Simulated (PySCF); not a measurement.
# Trend along group 4: MO molecules

PBE0 with triple-zeta basis sets in PySCF, for the lowest determinant that a PBE0 search found; no spin–orbit coupling. De refers to high-spin ground-configuration atoms. A positive dipole means M(−)O(+).

```tsv
M	basis	state (unpaired electrons)	Re (Å)	ωe (cm⁻¹)	De (eV)	μ (D)
Ti	def2-TZVPP	triplet (σ ↑, δ ↑)	1.597	1070	n/a	-3.46
Zr	def2-TZVPP	triplet (σ ↑, δ ↑)	1.718	983	n/a	-3.98
Hf	x2c-TZVPPall	singlet (closed shell)	1.699	1043	n/a	-3.25
```

The shortest bond is that of TiO (1.597 Å), the longest that of ZrO (1.718 Å).

The rows differ in basis set, which adds steps of its own.

The state changes along the series, so neighbouring rows are not always alike in their bonding.

De is left out where the level can put another filling of the metal’s s and d shells below the measured ground configuration, by anything from nothing to about 1 eV. These are scalar-relativistic numbers at best; spin–orbit coupling would shift them, the dissociation energy most.
